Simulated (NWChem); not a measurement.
CAuFO; SMILES [O+]#[C-]->[Au][F]

def2 effective core potentials on Au; no spin-orbit coupling.

### Question
Give the equilibrium geometry at PBE0/def2-SVP with def2 effective core potentials on Au (NWChem) as an XYZ file, with the point group.

### Answer
point group C*v; any orientation.
```
4

Au     0.0000    -0.1909     0.0000
F      0.0000    -2.1040     0.0000
O      0.0000     2.8028     0.0000
C      0.0000     1.6697     0.0000
```
